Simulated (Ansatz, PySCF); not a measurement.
Process, species as SMILES: OB(O)O[SiH2] → [O]B(O)O[SiH3]
Geometries: B3LYP-D3(BJ)/def2-TZVP minima from Ansatz (a quantum-chemistry and plane-wave program), one conformer each, not searched for the lowest.

Property: isomerisation energy (enthalpy at 298 K, with B3LYP-D3(BJ) rigid-rotor harmonic-oscillator terms from PySCF), in kcal/mol. Cores are frozen in the correlated levels unless marked. Open shells are spin-unrestricted. Spin-orbit coupling is left out. Non-relativistic. CBS(X,Y): correlation extrapolated as X^-3; Hartree-Fock from the larger set.

CCSD(T)/CBS(cc-pV(T+d)Z,cc-pV(Q+d)Z) (Ansatz) gives 26.0 kcal/mol.

**Question.** Another calculation gave 25.5 kcal/mol. Which level was it?
(A) B3LYP/def2-TZVPD (Ansatz)
(B) PBE0/def2-TZVPD (Ansatz)
(C) BHLYP/def2-TZVPD (Ansatz)
(D) SVWN5/def2-TZVPD (Ansatz)

**Answer.** B, PBE0/def2-TZVPD (Ansatz). The others give 22.8 (B3LYP), 18.7 (BHLYP), 34.8 (SVWN5) kcal/mol.
